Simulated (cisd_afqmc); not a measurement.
Input (AFQMC/CISD/cc-pVDZ; cisd_afqmc is a phaseless AFQMC code with CISD trial states that reads the integrals written by Ansatz):

Ansatz 0.2 input:
```python
import cisd_afqmc

open("ham.yaml", "w").write("""\
crystal:
  periodic: [false, false, false]
  atoms:
    - {symbol: Ga, position_ang: [-0.15601535, -0.29391049, 0.10735186]}
    - {symbol: H, position_ang: [0.62735274, -1.04342596, 1.22367669]}
    - {symbol: H, position_ang: [-1.49558953, -0.59220731, -0.62625577]}
    - {symbol: F, position_ang: [0.63385696, 1.19409537, -0.43614761]}
basis:
  gaussian:
    orbitals: cc-pVDZ
magnetization: {spin_polarized: false}
correlation: {method: ccsd, electrons: outside_noble_gas, hamiltonian_folder: ham}
""")
rep = cisd_afqmc.ansatz("ham.yaml")
e_ccsd = rep["correlation"]["coupled_cluster"]["energy"]["hartree"]
out = cisd_afqmc.run("ham", e_ccsd, trial="CISD", walkers=200, populations=8, threads=8, dt=0.005, steps=40, early=24, settle=10, least=32,
    cut=5e-5, rank_cut=2e-4, target=0.0004, seconds=1500, seed=1, memory=17280, gpu=False)
```

Output:

```
orbitals 36, occupied [6], factors 193 of 541, rank of the doubles 82 of 180
E(HF) = -2023.847066
E(CCSD) on the cut factors = -2024.123079, shift to the whole factors -0.000006
Energy of the trial state on the determinant = -2024.123070
  tau behind 7.2 of longer steps, mean of the populations' last blocks
   2.0  -2024.12788
   4.0  -2024.12802
   6.0  -2024.12881
   8.0  -2024.12780
blocks 261 (0 outliers left out), error by blocks joined: 1: 0.00019, 2: 0.00022, 4: 0.00025, 8: 0.00026, 16: 0.00028
E(AFQMC/CISD) = -2024.12819 +/- 0.00028
```
